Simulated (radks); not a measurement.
Problem. The table gives one normalised radial function P(r) = r R(r) (large component) of Se+ in [Ar] 3d10 4s2 4p3 (r in bohr). Method: Dirac Kohn-Sham, revPBE, spin-unpolarised, spherical densities, point nucleus; open shells fill j = l - 1/2 first; computed with a radial shooting solver on a logarithmic mesh with Libxc functionals.

| r | P |
|---|---|
| 0.001935 | 0.0000 |
| 0.00252 | 0.0000 |
| 0.003308 | 0.0000 |
| 0.004342 | 0.0000 |
| 0.005653 | 0.0001 |
| 0.007421 | 0.0002 |
| 0.00974 | 0.0005 |
| 0.01268 | 0.0011 |
| 0.01665 | 0.0023 |
| 0.02185 | 0.0050 |
| 0.02868 | 0.0104 |
| 0.03735 | 0.0209 |
| 0.04902 | 0.0419 |
| 0.06434 | 0.0809 |
| 0.08378 | 0.1471 |
| 0.11 | 0.2589 |
| 0.1444 | 0.4271 |
| 0.188 | 0.6444 |
| 0.2467 | 0.8982 |
| 0.3238 | 1.1246 |
| 0.4217 | 1.2434 |
| 0.5535 | 1.2032 |
| 0.7265 | 1.0034 |
| 0.946 | 0.7208 |
| 1.242 | 0.4287 |
| 1.63 | 0.2066 |
| 2.122 | 0.0787 |
| 2.786 | 0.0206 |
| 3.656 | 0.0034 |
| 4.761 | 0.0003 |
| 6.249 | 0.0000 |

Which n and l does it have? It may be an empty orbital.

Solution. n = 3, l = 2: the number of nodes gives n - l - 1 = 0, the rise at small r points to l (this Dirac orbital starts as r^gamma with gamma = sqrt((l + 1)^2 - (Z/c)^2) = 2.99; the j = 5/2 orbital of l + 1 starts with the same power, but with a smaller coefficient, and then steepens), and the extent must fit the shell. The curve is that of 3d5/2; the two j differ most near the nucleus, where j = l - 1/2 has the larger amplitude, and in heavy atoms j = l - 1/2 is also the more compact. 3d5/2: eigenvalue -63.024 eV, 0 radial nodes, <r> = 0.632 bohr, 90 % of the charge inside 1.05 bohr.
